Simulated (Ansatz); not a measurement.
Start from `[NH2][AlH][Cl]` and change one atom or group to get `C[NH][AlH][Cl]`.

Ansatz, PBE0-D4/def2-TZVP geometries, multiplicity 1. Each molecule was computed in one conformer, which needn't be the lowest.

```
                                      property  `[NH2][AlH][Cl]`
             LUMO energy (PBE/def2-TZVPP) / eV             -1.23
size of the dipole moment (PBE/def2-TZVPP) / D              2.19
            HOMO energy (PBE0/def2-TZVPP) / eV             -7.81
       HOMO–LUMO gap (ωB97M-V/def2-TZVPP) / eV             11.35
         LUMO energy (ωB97M-V/def2-TZVPP) / eV              1.16
           HOMO–LUMO gap (PBE/def2-TZVPP) / eV              5.19
```

Question: What does the change do to each property? (Best estimate.)

Answer: Computed: 
```
                                      property  `C[NH][AlH][Cl]`  shift
             LUMO energy (PBE/def2-TZVPP) / eV             -1.23   0.00
size of the dipole moment (PBE/def2-TZVPP) / D              2.22   0.03
            HOMO energy (PBE0/def2-TZVPP) / eV             -7.09   0.72
       HOMO–LUMO gap (ωB97M-V/def2-TZVPP) / eV             10.55  -0.80
         LUMO energy (ωB97M-V/def2-TZVPP) / eV              1.13  -0.03
           HOMO–LUMO gap (PBE/def2-TZVPP) / eV              4.56  -0.63
```

The zero-point energy changes by 75.9 kJ/mol with +9 modes. Dipoles are sizes alone; their direction can turn.
